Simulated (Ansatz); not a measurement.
Start from `C[CH2][AlH][O][SiH3]` and change one atom or group to get `[BH2][AlH][O][SiH3]`.

Ansatz, PBE0-D4/def2-TZVP geometries, multiplicity 1. Each molecule was computed in one conformer, which needn't be the lowest.

```tsv
property	`C[CH2][AlH][O][SiH3]`
LUMO energy (PBE/def2-TZVPP) / eV	-1.47
HOMO–LUMO gap (PBE0/def2-TZVPP) / eV	6.86
LUMO energy (PBE0/def2-TZVPP) / eV	-0.68
size of the dipole moment (B3LYP/def2-TZVPP) / D	1.16
HOMO–LUMO gap (B3LYP/def2-TZVPP) / eV	6.44
HOMO–LUMO gap (ωB97M-V/def2-TZVPP) / eV	10.60
```

Task: What does the change do to each property? (Best estimate.)

Result: Ansatz gave: 
| property | `[BH2][AlH][O][SiH3]` | shift |
| --- | --- | --- |
| LUMO energy (PBE/def2-TZVPP) / eV | -3.55 | -2.08 |
| HOMO–LUMO gap (PBE0/def2-TZVPP) / eV | 4.97 | -1.89 |
| LUMO energy (PBE0/def2-TZVPP) / eV | -2.51 | -1.83 |
| size of the dipole moment (B3LYP/def2-TZVPP) / D | 0.81 | -0.35 |
| HOMO–LUMO gap (B3LYP/def2-TZVPP) / eV | 4.60 | -1.84 |
| HOMO–LUMO gap (ωB97M-V/def2-TZVPP) / eV | 9.06 | -1.54 |

With PBE0 the HOMO rises by 0.06 eV and the LUMO falls by 1.83 eV, so the gap narrows by about 1.89 eV. PBE moves the HOMO by 0.00 eV and ωB97M-V by 0.13 eV. Dipoles are sizes alone; their direction can turn.

B3LYP here is the variant with VWN-RPA as its local correlation; programs differ in this.
